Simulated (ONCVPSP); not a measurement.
# Ni, ONCV: configuration errors across variants

| Property | Result |
| --- | --- |
| Element | Ni (Z = 28) |
| Generator | ONCVPSP 4.0.1 |
| Type | optimised norm-conserving Vanderbilt (ONCV) |
| Functional | PBE |
| Relativity | scalar-relativistic |
| Frozen core | [Ne] |
| Valence charge | 18 |
| Reference configuration | 3s2 3p6 3d8 4s2 |
| Partial waves | 3s+4s: rc 1.40 bohr, ncon 3, nbas 6, qcut 8.4 1/bohr, 2 projectors; 3p: rc 1.10 bohr, ncon 5, nbas 10, qcut 15.4 1/bohr, 2 projectors, debl 1 Ha; 3d: rc 1.25 bohr, ncon 4, nbas 8, qcut 13.4 1/bohr, 2 projectors, debl 0.8 Ha; f scattering state at 0.36 Ha: rc 1.10 bohr, ncon 4, nbas 8, qcut 10.9 1/bohr, 2 projectors, debl 2 Ha |
| Local potential | polynomial inside 1.00 bohr (lpopt 5, dvloc0 0 Ha) |
| Core correction | polynomial model core, fcfact 0.3 |

In the p channel the program set the typed energies aside and used -2.623, 0.250 Ha.

All-electron excitation energies from the reference (eV): (1) 3s2 3p6 3d8 4s1 9.323; (2) 3s2 3p6 3d8 4s0 26.674; (3) 3s2 3p6 3d7 4s0 64.140; (4) 3s1 3p6 3d8 4s2 119.396.

3 further variants failed, have other tests or too few solved ones, and are left out.

Errors AE − PS in meV (a dash: test not solved or not reliable):

| change | (1) | (2) | (3) | (4) | bound ghosts | GHOST(+) flags above zero |
| --- | --- | --- | --- | --- | --- | --- |
| base | -0.2 | +0.4 | -2.1 | -395 | none | none |
| local potential polynomial inside 1.05 bohr (lpopt 2, dvloc0 0 Ha) | -0.2 | +0.4 | -1.9 | -395 | none | none |
| f: ncon 3, nbas 7 | -0.2 | +0.4 | -2.1 | -395 | none | none |

Question: Give the same row for: core correction none.

Answer: +0.1, +2.9, -1.0, -269; bound ghosts: none; GHOST(+) flags above zero: none.
